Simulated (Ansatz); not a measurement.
Input for Ansatz (a first-principles code): R-BHLYP/def2-TZVPP on H2MoO2 (SMILES [OH][Mo][OH]), 2S+1 = 1, a spin state set in the input, which need not be the lowest. Elements past Kr take the def2 small-core potentials; no spin–orbit coupling.

Ansatz 0.2 input:
```yaml
crystal:
  periodic: [false, false, false]
  atoms:
    - {symbol: Mo, position_ang: [0.34782010, -0.15815828, 0.31484692]}
    - {symbol: O, position_ang: [1.36410850, 0.20946119, -1.16391588]}
    - {symbol: H, position_ang: [1.49027641, 0.50466211, -2.06781445]}
    - {symbol: O, position_ang: [-1.15683296, -0.30229896, 1.34923667]}
    - {symbol: H, position_ang: [-2.09914321, -0.22401951, 1.51053252]}
basis:
  gaussian:
    orbitals: def2-TZVPP
hamiltonian:
  xc: {name: BHLYP}
```

Q: Predict the final total energy.

A: -219.7021 hartree.

Q: How many basis functions does it have, and what does it roughly cost on one machine?

A: 146 functions; very roughly 8 core-seconds.
